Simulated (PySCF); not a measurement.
Ga(Me)2(AsH2) (C₂H₈AsGa), SMILES [AsH2][Ga]([CH3])[CH3].

Coordinates come from a B3LYP-D3(BJ)/def2-SVP optimisation. The isomer is the one that the SMILES or the coordinates give; other isomers of the formula were not compared.

All values below come from B3LYP-D3(BJ)/def2-SVP run with PySCF.

Frequencies are harmonic and unscaled.

**Question.** Give all harmonic wavenumbers and intensities. (The exact figures need the calculation; the answer reports its results.)

**Answer.** 
```
mode  ν (cm⁻¹)  IR (km/mol)  moving atoms (share of kinetic energy)
----  --------  -----------  --------------------------------------
1           13          0.0                                  H 98 %
2           32          0.0                                  H 97 %
3           87          2.5        H 42 %, C 29 %, Ga 15 %, As 13 %
4          117          0.2                          H 76 %, C 15 %
5          126          1.9                 Ga 39 %, C 30 %, H 28 %
6          141          4.5                  C 53 %, H 35 %, As 9 %
7          239          9.6                        As 46 %, Ga 45 %
8          488          8.6                                  H 96 %
9          526         29.1                 C 68 %, H 21 %, Ga 11 %
10         560          7.8                           H 89 %, C 9 %
11         569         30.6                 C 50 %, H 28 %, Ga 23 %
12         621          1.8                          H 84 %, C 16 %
13         698         19.1                          H 80 %, C 17 %
14         703         24.7                          H 79 %, C 17 %
15         770        106.8                          H 77 %, C 21 %
16         992         27.5                                  H 99 %
17        1210         10.1                          H 80 %, C 20 %
18        1213          0.6                          H 82 %, C 18 %
19        1424          0.6                                  H 95 %
20        1425          1.2                                  H 95 %
21        1431          1.0                                  H 95 %
22        1434          4.4                                  H 95 %
23        2167         79.7                                  H 99 %
24        2182         97.4                                  H 99 %
25        3020          7.8                                  H 97 %
26        3021          6.4                                  H 97 %
27        3104          7.7                           H 91 %, C 9 %
28        3107          9.6                           H 91 %, C 9 %
29        3132          6.7                          H 90 %, C 10 %
30        3137          6.9                           H 91 %, C 9 %
```
